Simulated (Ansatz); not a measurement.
The cluster Mg3Cl4⁺. The state is a doublet with charge 1. Geometry PBE0-D4/def2-SVP.

```xyz
7

Mg    1.844   -1.182   -1.335
Mg   -0.345    0.504    0.434
Mg   -4.221    1.923    2.551
Cl    1.030   -1.285    0.958
Cl   -1.937    1.668    1.678
Cl    0.335    0.679   -1.773
Cl    3.293   -2.307   -2.513
```

Another isomer (doublet) lies 0.31 eV lower at PBE0-D4/def2-TZVP; other spin states weren't run for this one.

**Question.** Estimate the α-spin orbital energies around the gap (eV) in Ansatz with PBE-D4/def2-SVP, PBE-D4/def2-TZVP, r2SCAN-D4/def2-TZVP, PBE0-D4/def2-SVP, PBE0-D4/def2-TZVP.

**Answer.** 
```csv
orbital,PBE-D4/def2-SVP,PBE-D4/def2-TZVP,r2SCAN-D4/def2-TZVP,PBE0-D4/def2-SVP,PBE0-D4/def2-TZVP
HOMO−5,-11.99,-11.93,-12.32,-13.41,-13.33
HOMO−4,-11.82,-11.81,-12.21,-13.30,-13.25
HOMO−3,-10.68,-10.66,-10.96,-12.02,-11.99
HOMO−2,-9.61,-9.61,-9.88,-10.88,-10.91
HOMO−1,-9.51,-9.57,-9.84,-10.85,-10.88
HOMO,-9.47,-9.53,-9.76,-10.40,-10.41
LUMO,-6.22,-6.18,-5.96,-5.51,-5.46
LUMO+1,-6.07,-6.04,-5.91,-5.42,-5.38
LUMO+2,-6.06,-6.03,-5.66,-5.40,-5.35
LUMO+3,-4.80,-4.82,-4.41,-4.12,-4.12
LUMO+4,-4.69,-4.71,-4.26,-3.98,-3.97
LUMO+5,-4.14,-4.19,-3.76,-3.36,-3.41
β HOMO,-9.47,-9.53,-9.84,-10.85,-10.88
β LUMO,-8.24,-8.23,-7.59,-7.40,-7.38
```
